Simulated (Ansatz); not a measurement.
Abridged output of a molecular run in Ansatz:

```
Functional definition: HF
835 factors; integrals over basis functions are off by at most 1.2e-3 eV
mean field evaluation 1: about -59995.8149 eV, gradient 3.1e1 eV
mean field evaluation 2: about -59995.8186 eV, gradient 3.1e1 eV
mean field evaluation 4: about -59998.9695 eV, gradient 2.9e0 eV
mean field evaluation 8: about -59999.0313 eV, gradient 9.3e-2 eV
mean field evaluation 16: about -59999.0240 eV, gradient 6.5e-1 eV
mean field -59999.03148916 eV, -2204.9237384226 hartree, gradient 2.2e-6 eV, S^2 0.000000; 0 other end points of the search recorded, 0 dependent functions left out
15 core orbitals not correlated: weight in the atoms' cores, before any rotation towards them, 1.000 or more for the frozen orbitals, at most 0.000 for the correlated occupied ones
reference -59999.03148916 eV, -2204.9237384226 hartree; 12, 12 occupied and 57, 57 virtual orbitals, 835 factors
second order -11.33151870 eV of doubles, -0.00000000 eV of singles
cycle   1  -11.37043257 eV  change   -3.9e-2 eV  update   1.0e-1
cycle   2  -11.84880375 eV  change   -4.8e-1 eV  update   3.5e-2
cycle   3  -11.92463828 eV  change   -7.6e-2 eV  update   1.7e-2
cycle   4  -11.92027866 eV  change    4.4e-3 eV  update   5.2e-3
cycle   5  -11.92045652 eV  change   -1.8e-4 eV  update   2.6e-3
cycle   6  -11.92023952 eV  change    2.2e-4 eV  update   1.3e-3
cycle   7  -11.92008491 eV  change    1.5e-4 eV  update   5.9e-4
cycle   8  -11.92017571 eV  change   -9.1e-5 eV  update   2.4e-4
cycle   9  -11.92018293 eV  change   -7.2e-6 eV  update   9.8e-5
cycle  10  -11.92013201 eV  change    5.1e-5 eV  update   4.8e-5
cycle  11  -11.92016807 eV  change   -3.6e-5 eV  update   2.4e-5
cycle  12  -11.92016293 eV  change    5.1e-6 eV  update   1.0e-5
perturbative correction -0.46384639 eV, -0.0170460404 hartree
Total energy: -60011.41549849 eV, -2205.3788423709 hartree
```

Its atoms:

Cartesian coordinates in Å:
```
C -0.376 0.523 0.511
Al -0.776 -0.239 -1.191
Ga 1.250 -0.695 0.001
H 0.362 1.350 0.405
H -0.968 0.725 1.404
H -2.036 -0.764 -2.001
H 2.544 -0.901 0.872
```

Which basis set was used?
A. def2-SVPD
B. def2-TZVPPD
C. cc-pV(Q+d)Z
D. def2-SVP

D. It gives 84 functions.

Write the keys of the input that set method, charge and spin (a neutral closed shell needs none for the last two).


```yaml
correlation: {method: ccsd_t}
```
